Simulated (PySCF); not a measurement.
# Basis-set dependence of SbH⁺ at CCSD(T)

PySCF, UHF reference; doublet, unpaired electrons π ↑; De to Sb⁺ + H without counterpoise correction. Frozen cores follow the default of each basis and core potential.

| basis | relativity | functions | Re (Å) | ωe (cm⁻¹) | De (eV) | frozen orbitals |
| --- | --- | --- | --- | --- | --- | --- |
| def2-SVPD | scalar-relativistic core potentials | 40 | 1.717 | 1956 | 2.54 | 4 |
| cc-pVTZ-PP/cc-pVTZ | scalar-relativistic core potentials | 53 | 1.708 | 2001 | 2.74 | 4 |
| def2-TZVPPD | scalar-relativistic core potentials | 73 | 1.701 | 2000 | 2.74 | 4 |

Problem. How does each smaller set differ from the one with most functions, def2-TZVPPD?

Solution. def2-SVPD: +1.6 pm, -2.2 % in ωe, -0.20 eV in De; cc-pVTZ-PP/cc-pVTZ: +0.7 pm, +0.0 % in ωe, +0.00 eV in De. All at CCSD(T); the set with most functions is neither the basis-set limit nor always the best.

Correlated steps freeze 4 core orbitals. Correlated levels converge slowly with the basis: in double zeta they bind strong bonds too weakly, by up to about 1 eV, and carry superposition errors of some tenths. Spin–orbit coupling is left out, which matters for elements this heavy, above all for dissociation energies. For an ion De counts to the pair picked by the measured ionisation energies or electron affinities, which need not be the lowest pair at this level. The state is the lowest determinant that a PBE0 search found; another state may lie lower at other levels.
